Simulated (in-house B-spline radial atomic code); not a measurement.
## How G0W0 and RPA depend on the start: Pb V (Pb4+)

Configuration [Xe] 4f14 5d10. Computed with an all-electron radial atomic-structure program (B-spline basis): all electrons, scalar-relativistic (spin-free one-electron X2C), finite nucleus, each spin shell either full or empty, empty states to l = 9 with an (l + 1/2)⁻⁴ tail; G0W0 by contour deformation at full frequency.

Without the two-electron picture change, the correlation of inner shells comes somewhat too large for so heavy an element.

```json
{"start": "Hartree-Fock", "mean-field 5d (eV)": "-69.66", "G0W0 (eV)": "-70.18", "QP weight": "0.969", "RPA correlation (Eh)": "-6.6655"}
{"start": "LDA VWN5", "mean-field 5d (eV)": "-61.86", "G0W0 (eV)": "-70.19", "QP weight": "0.930", "RPA correlation (Eh)": "-7.0948"}
{"start": "PBE", "mean-field 5d (eV)": "-61.58", "G0W0 (eV)": "-70.09", "QP weight": "0.930", "RPA correlation (Eh)": "-7.0879"}
{"start": "PBE0", "mean-field 5d (eV)": "-63.93", "G0W0 (eV)": "-70.12", "QP weight": "0.952", "RPA correlation (Eh)": "-6.973"}
{"start": "r2SCAN", "mean-field 5d (eV)": "-62.06", "G0W0 (eV)": "-69.95", "QP weight": "0.942", "RPA correlation (Eh)": "-7.0108"}
{"start": "HSE06", "mean-field 5d (eV)": "-63.48", "G0W0 (eV)": "-70.14", "QP weight": "0.950", "RPA correlation (Eh)": "-6.9799"}
{"start": "B3LYP (VWN-RPA)", "mean-field 5d (eV)": "-63.46", "G0W0 (eV)": "?", "QP weight": "?", "RPA correlation (Eh)": "?"}
{"start": "SCAN", "mean-field 5d (eV)": "-62.02", "G0W0 (eV)": "-69.90", "QP weight": "0.941", "RPA correlation (Eh)": "-7.0135"}
{"start": "TPSS", "mean-field 5d (eV)": "-61.59", "G0W0 (eV)": "?", "QP weight": "?", "RPA correlation (Eh)": "?"}
{"start": "BHandHLYP", "mean-field 5d (eV)": "-66.08", "G0W0 (eV)": "-70.25", "QP weight": "0.960", "RPA correlation (Eh)": "-6.8665"}
{"start": "CAM-B3LYP", "mean-field 5d (eV)": "-65.36", "G0W0 (eV)": "-70.38", "QP weight": "0.957", "RPA correlation (Eh)": "-6.9606"}
{"start": "LC-wPBE", "mean-field 5d (eV)": "-66.61", "G0W0 (eV)": "-70.36", "QP weight": "0.961", "RPA correlation (Eh)": "-6.9764"}
{"start": "wB97X", "mean-field 5d (eV)": "-66.32", "G0W0 (eV)": "-70.19", "QP weight": "0.962", "RPA correlation (Eh)": "-6.9448"}
{"start": "PBEsol", "mean-field 5d (eV)": "-61.61", "G0W0 (eV)": "-70.10", "QP weight": "0.931", "RPA correlation (Eh)": "-7.0904"}
{"start": "BLYP", "mean-field 5d (eV)": "-61.40", "G0W0 (eV)": "-70.21", "QP weight": "0.924", "RPA correlation (Eh)": "-7.0903"}
{"start": "r2SCAN0", "mean-field 5d (eV)": "-64.27", "G0W0 (eV)": "-70.02", "QP weight": "0.955", "RPA correlation (Eh)": "-6.9208"}
{"start": "LDA exchange-only", "mean-field 5d (eV)": "-60.11", "G0W0 (eV)": "-70.30", "QP weight": "0.901", "RPA correlation (Eh)": "-7.0953"}
```

Task: What G0W0 level, weight and RPA correlation energy follow from the TPSS start?

Result: G0W0 level -70.06 eV, weight 0.934, RPA correlation -7.0689 hartree.

Task: What G0W0 level, weight and RPA correlation energy follow from the B3LYP (VWN-RPA) start?

Result: G0W0 level -70.25 eV, weight 0.948, RPA correlation -6.9979 hartree.

Task: How much of the dependence on the start does G0W0 remove?

Result: The mean-field levels span 9.56 eV and the G0W0 levels 0.48 eV. Against 68.8 ± 0.5 eV (NIST, semi-empirical) the G0W0 removal energies are off by +1.10 to +1.58 eV, with spin-orbit coupling, Breit and QED terms left out.
